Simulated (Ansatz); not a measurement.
C2H3Cl2FGe, singlet, geometry from GFN2-xTB; CASSCF(4,6)/STO-3G run with Ansatz (a quantum-chemistry and plane-wave program).

The Ansatz input:
Ansatz 0.2 input:
```yaml
crystal:
  periodic: [false, false, false]
  atoms:
    - {symbol: C, position_ang: [-2.84995556, -0.54804705, -0.26471242]}
    - {symbol: C, position_ang: [-1.66420078, -0.65167853, -0.83266595]}
    - {symbol: Ge, position_ang: [-0.00075636, 0.00831869, 0.02966077]}
    - {symbol: F, position_ang: [-0.53961602, 0.62504309, 1.61590168]}
    - {symbol: Cl, position_ang: [1.44330079, -1.46384915, 0.48561545]}
    - {symbol: Cl, position_ang: [0.92202259, 1.66488140, -0.90104228]}
    - {symbol: H, position_ang: [-2.97257639, -0.09524099, 0.70626157]}
    - {symbol: H, position_ang: [-3.74395456, -0.91250416, -0.74834832]}
    - {symbol: H, position_ang: [-1.52828061, -1.10303537, -1.80364699]}
basis:
  gaussian:
    orbitals: STO-3G
hamiltonian:
  xc: hf
magnetization: {spin_polarized: false}
correlation: {active_space: {window: {electrons: 4, orbitals: 6}}}
```

The log (banner, timings and long lists left out):

```
Functional definition: HF
629 factors; integrals over basis functions are off by at most 3.4e-5 eV
mean field evaluation 1: about -85320.5887 eV, gradient 2.5e1 eV
mean field evaluation 2: about -85320.6680 eV, gradient 2.5e1 eV
mean field evaluation 4: about -85324.0735 eV, gradient 2.5e0 eV
mean field evaluation 8: about -85324.1055 eV, gradient 3.2e-2 eV
mean field -85324.10551191 eV, -3135.6030428069 hartree, gradient 1.4e-6 eV, S^2 0.000000; 0 other end points of the search recorded, 0 dependent functions left out
reference -85324.10551191 eV, -3135.6030428069 hartree; 45, 45 occupied and 9, 9 virtual orbitals, 629 factors
state -85325.85721477 eV, -3135.6674166996 hartree
Total energy: -85325.85721477 eV, -3135.6674166996 hartree
```
